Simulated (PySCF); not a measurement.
Species: `Nc1cccc(Cl)c1`. The columns A, B, C and D hold Mulliken, IAO, Hirshfeld and ESP-fitted charges (e) of one PBE0/pcSseg-1 density (PySCF), in a shuffled order. Coordinates in Å (GFN2-xTB); the density's dipole moment is (2.85, 1.26, 0.54) D.

```csv
atom,x,y,z,A,B,C,D
N1,2.287,-0.339,-0.093,-0.504,-0.773,-0.410,-0.190
C2,0.933,-0.111,-0.030,+0.138,+0.261,+0.047,+0.056
C3,0.415,1.171,-0.228,-0.210,-0.222,-0.060,-0.079
C4,-0.949,1.380,-0.233,-0.132,-0.233,-0.078,-0.044
C5,-1.832,0.329,-0.040,-0.201,-0.032,+0.033,-0.084
C6,-1.314,-0.939,0.160,+0.005,-0.103,-0.245,+0.015
Cl7,-2.391,-2.270,0.414,-0.040,-0.077,-0.095,-0.040
C8,0.048,-1.172,0.169,-0.219,-0.137,+0.080,-0.090
H9,2.890,0.456,0.034,+0.270,+0.354,+0.185,+0.133
H10,2.624,-1.200,0.305,+0.270,+0.356,+0.184,+0.134
H11,1.094,1.997,-0.379,+0.145,+0.165,+0.086,+0.045
H12,-1.337,2.376,-0.386,+0.158,+0.170,+0.094,+0.054
H13,-2.897,0.490,-0.043,+0.163,+0.120,+0.087,+0.046
H14,0.428,-2.169,0.326,+0.156,+0.150,+0.092,+0.044
```

Q: Which column most likely holds the ESP-fitted charges?

A: B. Σ q r misses the density's dipole by 0.13 D (B), 0.55 D (A), 1.08 D (D), 1.21 D (C). Charges fitted to the outside potential are the only set here that is tied to the molecule's multipoles.

Q: And the Hirshfeld charges?

A: D. The mean sizes are 0.075 e (D), 0.127 e (C), 0.187 e (A), 0.225 e (B), and Hirshfeld charges are commonly the smallest of these schemes.

As computed, A = IAO, B = ESP-fitted, C = Mulliken, D = Hirshfeld. Hydrogens on carbon: IAO +0.15 to +0.16, ESP-fitted +0.12 to +0.17, Mulliken +0.09 to +0.09, Hirshfeld +0.04 to +0.05 e.

The Hirshfeld scheme weights the molecular density at each point by an atom's share of the summed free-atom densities. The IAO scheme projects the occupied orbitals on a minimal set of polarised atomic orbitals and counts the electrons in each atom's part of it.

Geometry: GFN2-xTB; no solvent, vibrations or thermal averaging.

Shape of the structure used: `[NH2:1][c:2]1[cH:3][cH:4][cH:5][c:6]([Cl:7])[cH:8]1`: H–N1–C2–C3 21°, H–N1–C2–C3 163°.
